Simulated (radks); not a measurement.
Species: Te42+. Configuration: [Ne] (the NIST ground configuration). Calculated with a radial shooting solver on a logarithmic mesh with Libxc functionals: scalar-relativistic Kohn-Sham, exchange-only LDA, spin-polarised, spherical densities, point nucleus.

Unscreened Slater integrals over Kohn-Sham orbitals (hartree). They are taken over the spin-up orbitals.

\begin{tabular}{lr}
integral & value \\ \hline
F0(2p,2p) & 8.8918 \\
F2(2p,2p) & 4.2310 \\
F0(2p,2s) & 8.1501 \\
G1(2p,2s) & 4.6195 \\
F0(2p,1s) & 12.076 \\
G1(2p,1s) & 2.2977 \\
F0(2s,2s) & 7.6836 \\
F0(2s,1s) & 10.816 \\
G0(2s,1s) & 1.0780 \\
F0(1s,1s) & 33.939 \\
\end{tabular}
